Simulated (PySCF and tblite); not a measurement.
The numbers below are computed, except where a source is named.
System: C5H8BF2N, numbered as in [F:1][B:2]([F:3])[C@H:4]1[CH2:5][CH2:6][CH:7]=[N:8][CH2:9]1.

The path came from a restrained scan, a climbing-image band and a saddle search at GFN2-xTB; energies are PBE0/pcSseg-1 + D3(BJ), IEF-PCM dimethylsulfoxide//GFN2-xTB, thermal terms GFN2-xTB. Rates follow Eyring's equation with the number of equivalent paths and no tunnelling. Run with tblite and PySCF.

**Question.** How high is the barrier to the inversion of the 6-membered ring (4–5–6–7–8–9), through which structure does it pass, and what rate follows at 298 K?

**Answer.** The electronic barrier is 4.6 kcal/mol and ΔG‡(298 K) 4.9 kcal/mol, over a C1 saddle (between boat and twist-boat) with an imaginary mode of 41i cm⁻¹ (GFN2-xTB). With 1 equivalent path, k is 1.6×10⁹ s⁻¹, a mean lifetime of the start of 610 ps against this motion. The end lies 0.3 kcal/mol below the start in free energy.
